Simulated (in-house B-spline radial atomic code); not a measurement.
## RPA and G0W0 on wB97X: Cu II (Cu+)

Configuration [Ar] 3d10, mean-field start wB97X. Computed with a B-spline radial code for spherical atoms: all electrons, scalar-relativistic (spin-free one-electron X2C), finite nucleus, each spin shell either full or empty, empty states to l = 9 with an (l + 1/2)⁻⁴ tail; G0W0 by contour deformation at full frequency.

Command:
```bash
python run_gw.py task.json out
```
Settings (radii: box in bohr, nucleus in fm):
```
Z                        29
electrons                28
configuration            [Ar] 3d10
hamiltonian              x2c
method                   wb97x
lmax                     9
rms_radius               3.8823
spin_polarised           False
box_radius               23.78
intervals                71
```

Cost of the run: 2.4 s on 1 thread of Arm Neoverse V1 (shared host).

Energies (hartree):

```json
{"term": "mean-field total", "value": "-1654.58157"}
{"term": "Hartree-Fock functional on these orbitals", "value": "-1652.92845"}
{"term": "direct second order", "value": "-2.5923"}
{"term": "second-order exchange", "value": "0.73153"}
{"term": "SOSEX correction", "value": "0.64911"}
```

Q: What is the RPA correlation energy, and what remains with SOSEX?

A: RPA gives -2.0941 hartree (-2.04 eV per electron); RPA + SOSEX gives -1.445, and the second-order doubles -1.8608 hartree (no singles). SOSEX takes back 31 % of the RPA value.

Quasi-particle levels (eV):

```csv
level,occupied,mean field,Σx - vxc,Σc,QP weight,G0W0
3d,yes,-18.410,-4.89,?,?,?
4s,no,-8.007,1.55,-1.30,0.973,-7.753
```

G0W0 = mean field + (Σx - vxc) + Σc, with Σc (partial-wave tail included) taken at the quasi-particle energy. Only the outer levels were computed. Levels of low weight are left out.

Q: Where does G0W0 put 3d?

A: At -21.060 eV, with Σc = 2.24 eV and a quasi-particle weight of 0.889. The tabulated removal energy is 20.292 eV (NIST, measured); the calculation leaves out spin-orbit coupling, Breit and QED terms, and what these don't explain is the method's own error.
